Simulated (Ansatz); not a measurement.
Geometry optimisation, RKS PBE0-D4/STO-3G (Ansatz 0.2.0).

The input (input.yaml):

```yaml
crystal:
  periodic: [false, false, false]
  atoms:
    - { symbol: B, position_ang: [-0.9078, 1.5586, 0.0828] }
    - { symbol: B, position_ang: [-0.2402, 0.1275, 0.3061] }
    - { symbol: "N", position_ang: [-0.4843, -0.6146, 1.6012] }
    - { symbol: Si, position_ang: [0.9521, -0.623, -1.0934] }
    - { symbol: H, position_ang: [-0.7913, 2.181, -0.9601] }
    - { symbol: H, position_ang: [-1.6346, 2.0875, 0.9158] }
    - { symbol: H, position_ang: [-0.8274, -1.5475, 1.379] }
    - { symbol: H, position_ang: [0.5297, -0.7701, 2.0247] }
    - { symbol: H, position_ang: [0.0798, -0.7983, -2.2664] }
    - { symbol: H, position_ang: [1.4, -1.9335, -0.6201] }
    - { symbol: H, position_ang: [1.9893, 0.2753, -1.349] }
basis:
  gaussian: { orbitals: STO-3G }
hamiltonian:
  xc: pbe0
  dispersion: d4
relax:
  f_tol: 0.015
  max_steps: 40
output:
  orbitals: {}
```

Launched with:

```bash
$ ansatz run input.yaml --threads 1 --pin off --max-ram 2048MiB --backend cpu --events-out ev --progress --plain --runs-dir out
```

Question: Where does it end, and by what steps?

Answer: It converged. Limits of this set-up: minimal basis. After 19 steps the energy has fallen by 2.996 eV; H5 moved furthest, 1.30 Å.

```tsv
step	energy less start (eV)	largest force component (eV/Å)	accepted
0	0.0000	4.193	yes
1	-0.5145	1.651	yes
2	-0.7005	2.397	yes
3	-1.0295	2.094	yes
4	-1.4350	2.226	yes
5	-1.8661	2.759	yes
6	-2.2202	2.667	yes
7	-2.4965	1.948	yes
8	-2.7129	1.047	yes
9	-2.8335	0.536	yes
10	-2.9033	0.349	yes
11	-2.9495	0.222	yes
12	-2.9796	0.213	yes
13	-2.9734	0.949	no
14	-2.9908	0.104	yes
15	-2.9946	0.065	yes
16	-2.9944	0.074	no
17	-2.9950	0.027	yes
18	-2.9955	0.020	yes
19	-2.9956	0.015	yes
```

```xyz
11
Properties=species:S:1:pos:R:3
B -0.973 1.468 0.060
B -0.267 0.025 0.330
N -0.510 -0.857 1.365
Si 1.092 -0.467 -1.018
H -1.904 1.585 -0.649
H -0.509 2.472 0.460
H -1.204 -0.696 2.121
H -0.024 -1.766 1.494
H 0.485 -0.767 -2.295
H 1.827 -1.643 -0.605
H 2.052 0.588 -1.242
```

Whether the end is a true minimum wasn't checked by a vibrational analysis.

The run took 45 s on 1 thread of Intel(R) Xeon(R) Processor @ 2.70GHz (shared host), peak memory 0.13 GiB.
